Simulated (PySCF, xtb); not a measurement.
C₂Hf, SMILES [C]1[C][Hf]1 (connectivity only; charge and spin as stated), neutral, multiplicity 3.

Harmonic wavenumbers (cm⁻¹) from GFN2-xTB (xtb 6.7.1) at its own minimum, in rising order: 519, 525, 1592.

Problem. What does PBE0-D3(BJ)/def2-TZVP run with PySCF 2.14.0 give at its own minimum? (The exact figures need the calculation; the answer reports its results.)

Solution. 314, 584, 1812. Paired by order, the mean absolute difference is 161 cm⁻¹ and the zero-point energies are 3.8 and 3.9 kcal/mol.
